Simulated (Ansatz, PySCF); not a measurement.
Si(H)(F) cation (FHSi), SMILES F[SiH] (connectivity only; charge and spin as stated), charge +1, multiplicity 2. Atoms are numbered in the order given.

```xyz
3

Si     0.1657     0.5425     0.0000
H     -1.1001     1.3733     0.0000
F     -0.0890    -0.9837     0.0000
```
Charge +1, spin multiplicity 2.

Geometry optimised at TPSSh-D3(BJ)/def2-TZVPD. The multiplicity is an assumed one; other spin states were not compared. The isomer is the one that the SMILES or the coordinates give; other isomers of the formula were not compared.

Two levels are set side by side: PBE-D3(BJ)/def2-TZVPD (Ansatz, an electronic-structure program) and TPSSh-D3(BJ)/def2-TZVPD (PySCF). Each level has its own optimised geometry; the coordinates shown are those of the second. Frequencies come from the Hessian of PySCF at each geometry. Differences are taken from unrounded values.

| quantity | TPSSh-D3(BJ) | PBE-D3(BJ) | PBE-D3(BJ) minus TPSSh-D3(BJ) |
|---|---|---|---|
| mean bond length (Å) | 1.531 | 1.548 | 0.018 |
| bond Si1–F3 (Å) | 1.547 | 1.560 | 0.013 |
| bond Si1–H2 (Å) | 1.514 | 1.537 | 0.023 |
| highest harmonic wavenumber (cm⁻¹) | 1975 | 1860 | -115 |
| mean harmonic wavenumber (cm⁻¹) | 1217 | 1152 | -65 |
| zero-point energy (kcal/mol) | 5.22 | 4.94 | -0.28 |

Exact exchange shortens and stiffens bonds; PBE has none. Differences between two approximate levels are no errors against the true value.
